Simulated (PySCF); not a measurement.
Vertical excitations of a molecule FH6NOSi2 from TDA-M06-2X/def2-SVPD run with PySCF, as energy in eV (oscillator strength): 7.34 (0.032), 7.94 (0.061), 8.21 (0.058), 8.40 (0.063), 8.57 (0.034), 8.71 (0.033), 8.77 (0.027), 8.80 (0.014), 8.93 (0.014), 9.05 (0.051). Lowest triplet (TDA): 6.96 eV. Geometry optimised at B3LYP-D3(BJ)/def2-SVP. The values are those of a single conformer.

Question: Identify the compound among the candidates.
(A) O[SiH2]N[SiH2]F
(B) N[Si@@](O)(F)[SiH3]
(C) N[Si@@H](F)[SiH2]O
(D) N[SiH2]O[SiH2]F

Answer: A, O[SiH2]N[SiH2]F
